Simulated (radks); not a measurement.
Values are calculated unless marked as measured or tabulated.
The iodine ion I+ inside a hard spherical wall (all orbitals vanish at R), configuration held at [Kr] 4d10 5s2 5p4 and not refilled when levels cross. Code: a radial shooting solver on a logarithmic mesh with Libxc functionals. Model: scalar-relativistic Kohn-Sham, LDA (Slater exchange, Perdew-Wang correlation), spin-polarised, spherical densities, point nucleus; open shells are filled with parallel spins first (spin-orbit coupling, left out, can overturn this in heavy ions). Eigenvalues in eV for spin up, with the zero of energy where the potential of the charges vanishes at infinity; a dash marks a level that is unbound or too diffuse for the functional's potential to be trusted. A positive occupied level is held by the wall or, in an anion where self-interaction has pushed it up, behind a barrier. The pressure on the wall is -dE/dV.

| R (bohr) | E (hartree) | kinetic (hartree) | e(4p) | e(4d) | e(5s) | e(5p) | e(6s, empty) | e(5d, empty) | pressure (GPa) |
|---|---|---|---|---|---|---|---|---|---|
| free | -7110.21883 | 7461.591 | -136.93 | -59.947 | -27.035 | -16.053 | -5.328 | -4.324 | 0 |
| 15 | -7110.21883 | 7461.591 | -136.93 | -59.947 | -27.035 | -16.053 | -5.328 | -4.324 | < 0.0001 |
| 10 | -7110.21882 | 7461.591 | -136.93 | -59.946 | -27.035 | -16.052 | -5.236 | -4.284 | 0.000180 |
| 7 | -7110.21757 | 7461.606 | -136.87 | -59.885 | -26.986 | -16.002 | -4.029 | -3.791 | 0.112 |
| 6 | -7110.21083 | 7461.670 | -136.64 | -59.661 | -26.813 | -15.814 | -2.148 | -3.017 | 0.948 |
| 5 | -7110.17012 | 7461.977 | -135.74 | -58.781 | -26.138 | -15.028 | 2.791 | -0.943 | 8.16 |
| 2.5 | -7105.34023 | 7482.146 | -111.72 | -35.761 | 2.677 | 21.140 | 124.21 | 53.836 | 3780 |
| 2 | -7095.48050 | 7517.774 | -88.231 | -12.188 | 48.418 | 74.890 | 263.65 | 120.53 | 20600 |
